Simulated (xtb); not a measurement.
xtb input (GFN1-xTB):

```bash
xtb mol.xyz --gfn 1 --opt tight --chrg 0 --uhf 0
```
mol.xyz:
```
21

C     -1.21628708    -0.54293957     2.42649776
O     -1.17858614    -0.81457109     1.02676063
Ge     0.00000000     0.00000000     0.00000000
O     -0.30254232     1.72072639    -0.23323291
C     -1.41308107     2.15158861    -1.01779043
O      1.56651089    -0.14637131     0.79463690
C      2.69212047     0.57268024     0.29420010
O     -0.08538243    -0.75978399    -1.58816463
C     -0.06275233    -2.18132929    -1.70290743
H     -1.99156981    -1.17641697     2.85790145
H     -1.46767989     0.50322894     2.62436272
H     -0.26104187    -0.77310354     2.90404622
H     -1.38279952     3.24085819    -1.05005313
H     -2.36246440     1.84005568    -0.57232892
H     -1.35684148     1.76292557    -2.03725085
H      3.53270291     0.35722789     0.95409974
H      2.50872080     1.64965323     0.29031109
H      2.95157416     0.25437915    -0.71979479
H      0.87857013    -2.59766377    -1.33223901
H     -0.89083745    -2.63947526    -1.15710647
H     -0.15833358    -2.42166911    -2.76194807
```

Output:

```
           -------------------------------------------------
          |                Calculation Setup                |
           -------------------------------------------------

           -------------------------------------------------
          |                 G F N 1 - x T B                 |
           -------------------------------------------------

        Reference                      10.1021/acs.jctc.7b00118
      * Hamiltonian:
        H0-scaling (s, p, d)           1.850000    2.250000    2.000000
        zeta-weighting                 0.000000
      * Dispersion:
        s8                             2.400000
        a1                             0.630000
        a2                             5.000000
        s9                             0.000000
      * Repulsion:
        kExp                           1.500000
        rExp                           1.000000
      * Coulomb:
        alpha                          2.000000
        third order                    atomic
        anisotropic                    false
      * Halogen bond correction:
        rad-scale                      1.300000
        damping                        0.440000

          ...................................................
          :                      SETUP                      :
          :.................................................:
          :  # basis functions                  66          :
          :  # atomic orbitals                  65          :
          :  # shells                           43          :
          :  # electrons                        56          :
          :  # halogen bonds                     0          :
          :  max. iterations                   250          :
          :  Hamiltonian                  GFN1-xTB          :
          :  restarted?                      false          :
          :  GBSA solvation                  false          :
          :  PC potential                    false          :
          :  electronic temp.          300.0000000     K    :
          :  accuracy                    1.0000000          :
          :  -> integral cutoff          0.2500000E+02      :
          :  -> integral neglect         0.1000000E-07      :
          :  -> SCF convergence          0.1000000E-05 Eh   :
          :  -> wf. convergence          0.2000000E-04 e    :
          :  Broyden damping             0.4000000          :
          :  net charge                          0          :
          :  unpaired electrons                  0          :
          ...................................................

 iter      E             dE          RMSdq      gap      omega  full diag
   1    -35.5494409 -0.355494E+02  0.700E+00    7.66       0.0  T
   2    -35.6234578 -0.740169E-01  0.412E+00    7.99       1.0  T
   3    -35.4303201  0.193138E+00  0.180E+00    7.10       1.0  T
   4    -35.2840422  0.146278E+00  0.178E+00    8.33       1.0  T
   5    -35.6261835 -0.342141E+00  0.293E-01    8.06       1.0  T
   6    -35.6329428 -0.675925E-02  0.914E-02    7.95       1.0  T
   7    -35.6334294 -0.486652E-03  0.218E-02    7.92       1.0  T
[...]
     6O    -0.46361 -0.54931   1.681  4.783  0.000
     7C     0.18800  0.07028   0.970  2.842  0.000
     8O    -0.46361 -0.54931   1.681  4.783  0.000
     9C     0.18800  0.07028   0.970  2.842  0.000
    10H     0.02203  0.08118   0.978  0.000  0.000
    11H     0.02303  0.08189   0.977  0.000  0.000
    12H     0.02979  0.08994   0.970  0.000  0.000
    13H     0.02203  0.08118   0.978  0.000  0.000
    14H     0.02303  0.08189   0.977  0.000  0.000
    15H     0.02979  0.08994   0.970  0.000  0.000
    16H     0.02203  0.08118   0.978  0.000  0.000
    17H     0.02979  0.08994   0.970  0.000  0.000
    18H     0.02303  0.08189   0.977  0.000  0.000
    19H     0.02303  0.08189   0.977  0.000  0.000
    20H     0.02979  0.08994   0.970  0.000  0.000
    21H     0.02203  0.08118   0.978  0.000  0.000

Wiberg/Mayer (AO) data.
largest (>0.10) Wiberg bond orders for each atom

 ---------------------------------------------------------------------------
     #   Z sym  total        # sym  WBO       # sym  WBO       # sym  WBO
 ---------------------------------------------------------------------------
     1   6 C    3.922 --    10 H    0.981    11 H    0.974    12 H    0.973
                             2 O    0.942
     2   8 O    2.178 --     3 Ge   1.015     1 C    0.942
     3  32 Ge   4.348 --     8 O    1.015     4 O    1.015     2 O    1.015
                             6 O    1.015
     4   8 O    2.178 --     3 Ge   1.015     5 C    0.942
     5   6 C    3.922 --    13 H    0.981    14 H    0.974    15 H    0.973
                             4 O    0.942
     6   8 O    2.178 --     3 Ge   1.015     7 C    0.942
     7   6 C    3.922 --    16 H    0.981    18 H    0.974    17 H    0.973
                             6 O    0.942
     8   8 O    2.178 --     3 Ge   1.015     9 C    0.942
     9   6 C    3.922 --    21 H    0.981    19 H    0.974    20 H    0.973
                             8 O    0.942
    10   1 H    1.018 --     1 C    0.981
    11   1 H    1.010 --     1 C    0.974
    12   1 H    1.012 --     1 C    0.973
    13   1 H    1.018 --     5 C    0.981
    14   1 H    1.010 --     5 C    0.974
    15   1 H    1.012 --     5 C    0.973
    16   1 H    1.018 --     7 C    0.981
    17   1 H    1.012 --     7 C    0.973
    18   1 H    1.010 --     7 C    0.974
    19   1 H    1.010 --     9 C    0.974
    20   1 H    1.012 --     9 C    0.973
    21   1 H    1.018 --     9 C    0.981
 ---------------------------------------------------------------------------

Topologies differ in total number of bonds
Writing topology from bond orders to xtbtopo.mol

 dipole moment from electron density (au)
     X       Y       Z
  -0.0000   0.0000   0.0000  total (Debye):    0.000

           -------------------------------------------------
          |                Geometry Summary                 |
           -------------------------------------------------

      molecular mass/u    :      196.7634024
   center of mass at/Å    :       -0.0000000      -0.0000000      -0.0000000
  moments of inertia/u·Å² :        0.4639155E+03   0.4709404E+03   0.4709404E+03
rotational constants/cm⁻¹ :        0.3633772E-01   0.3579568E-01   0.3579568E-01

 * 20 selected distances

     #   Z          #   Z                                           value/Å
     1   6 C        2   8 O                                       1.4215128
     2   8 O        3  32 Ge                                      1.7633110
     3  32 Ge       4   8 O                                       1.7633110
     4   8 O        5   6 C                                       1.4215128
     3  32 Ge       6   8 O                                       1.7633110 (max)
     6   8 O        7   6 C                                       1.4215128
     3  32 Ge       8   8 O                                       1.7633110
     8   8 O        9   6 C                                       1.4215128
     1   6 C       10   1 H                                       1.0948818 (min)
     1   6 C       11   1 H                                       1.0979419
     1   6 C       12   1 H                                       1.0967966
     5   6 C       13   1 H                                       1.0948818
     5   6 C       14   1 H                                       1.0979419
     5   6 C       15   1 H                                       1.0967966
     7   6 C       16   1 H                                       1.0948818
     7   6 C       17   1 H                                       1.0967966
     7   6 C       18   1 H                                       1.0979419
     9   6 C       19   1 H                                       1.0979419
     9   6 C       20   1 H                                       1.0967966
     9   6 C       21   1 H                                       1.0948818

 * 3 distinct bonds (by element types)

   Z      Z             #   av. dist./Å        max./Å        min./Å
   1 H    6 C          12     1.0965401     1.0979419     1.0948818
   6 C    8 O           4     1.4215128     1.4215128     1.4215128
   8 O   32 Ge          4     1.7633110     1.7633110     1.7633110

optimized geometry written to: xtbopt.xyz

           -------------------------------------------------
          | TOTAL ENERGY              -35.394512948594 Eh   |
          | GRADIENT NORM               0.000147741719 Eh/α |
          | HOMO-LUMO GAP               7.866805117511 eV   |
           -------------------------------------------------

------------------------------------------------------------------------
------------------------------------------------------------------------
 total:
Note: The following floating-point exceptions are signalling: IEEE_DENORMAL
normal termination of xtb
 SCF:
 ANC optimizer:
```
